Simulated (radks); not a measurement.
Problem. The rhenium ion Re+, configuration [Xe] 4f14 5d5 6s1. Calculated with a radial shooting solver on a logarithmic mesh with Libxc functionals: Dirac Kohn-Sham, PBEsol, spin-unpolarised, spherical densities, finite nucleus; open shells fill j = l - 1/2 first; Fermi nuclear charge, rms radius 5.3698 fm. Some entries of the table are withheld. Estimate them.

orbital,occ.,eigenvalue (hartree),<r^2> (bohr^2),<1/r> (bohr^-1)
1s1/2,2,-2628.066,0.0004483,88.68
2s1/2,2,-455.5956,0.006823,21.63
2p1/2,2,-436.0927,0.004861,21.60
2p3/2,4,-383.2181,0.006059,18.04
3s1/2,2,-105.6693,0.04451,7.938
3p1/2,2,-96.93488,0.04078,7.856
3p3/2,4,-85.45402,0.04733,6.934
3d3/2,4,-70.73225,0.03660,6.830
3d5/2,6,-68.23912,0.03840,6.613
4s1/2,2,-22.24887,0.2194,3.342
4p1/2,2,-18.60160,(1),3.233
4p3/2,4,-15.91972,(2),2.911
4d3/2,4,-9.92003,0.2824,2.699
4d5/2,6,-9.42445,0.2954,2.622
5s1/2,2,-3.39561,1.210,1.306
5p1/2,2,-2.29275,1.468,1.176
5p3/2,4,-1.88924,1.748,1.061
4f5/2,6,-1.87108,0.4133,2.180
4f7/2,8,-1.77876,0.4267,2.148
5d3/2,4,(3),(4),0.7208
6s1/2,1,(5),9.250,0.4430
5d5/2,1,(6),(7),0.6929

Solution. 
(1) 4p1/2 <r^2> (bohr^2): 0.2257
(2) 4p3/2 <r^2> (bohr^2): 0.2607
(3) 5d3/2 eigenvalue (hartree): -0.48900
(4) 5d3/2 <r^2> (bohr^2): 3.950
(5) 6s1/2 eigenvalue (hartree): -0.46378
(6) 5d5/2 eigenvalue (hartree): -0.45522
(7) 5d5/2 <r^2> (bohr^2): 4.269
